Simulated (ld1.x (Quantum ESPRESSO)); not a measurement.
# An all-electron radial function and its pseudo partner (phosphorus (P))

Columns: radius, all-electron u(r) and pseudo u(r) of the 3p shell (level -5.51 eV) of phosphorus in the configuration [Ne] 3s2 3p3; PBE, scalar-relativistic, ultrasoft scheme, ld1.x (Quantum ESPRESSO) 7.5.

```tsv
r (bohr)	all-electron	pseudo
0.103	0.1358	-0.0078
0.205	0.2661	-0.0306
0.308	0.2949	-0.0675
0.410	0.2438	-0.1157
0.513	0.1463	-0.1736
0.615	0.0300	-0.2371
0.718	-0.0908	-0.3042
0.820	-0.2043	-0.3705
0.923	-0.3076	-0.4345
1.025	-0.3966	-0.4926
1.128	-0.4728	-0.5442
1.230	-0.5352	-0.5872
1.332	-0.5850	-0.6216
1.435	-0.6232	-0.6477
1.538	-0.6507	-0.6659
1.640	-0.6683	-0.6768
1.743	-0.6779	-0.6818
1.845	-0.6804	-0.6817
1.948	-0.6771	-0.6772
2.050	-0.6690	-0.6690
2.153	-0.6568	-0.6568
2.255	-0.6417	-0.6417
2.358	-0.6240	-0.6240
2.460	-0.6047	-0.6047
2.562	-0.5841	-0.5841
2.665	-0.5623	-0.5623
```

Problem. How many radial nodes do the two functions have?

Solution. The all-electron 3p function has n − l − 1 = 1; the pseudo-wave has 0, since the states of the same l below it are removed with the core.

Problem. At about which radius was the pseudo-wave matched?

Solution. 2.05 bohr, where the columns begin to agree (steps of 0.10 bohr).

Problem. Where does each function peak?

Solution. Outermost all-electron maximum near 1.84 bohr, pseudo maximum near 1.74 bohr (to the table’s step).

Problem. Is the pseudo-wave norm-conserving?

Solution. No, it belongs to an ultrasoft set: the norm inside the radius is not constrained, and the difference is carried by the augmentation charge.
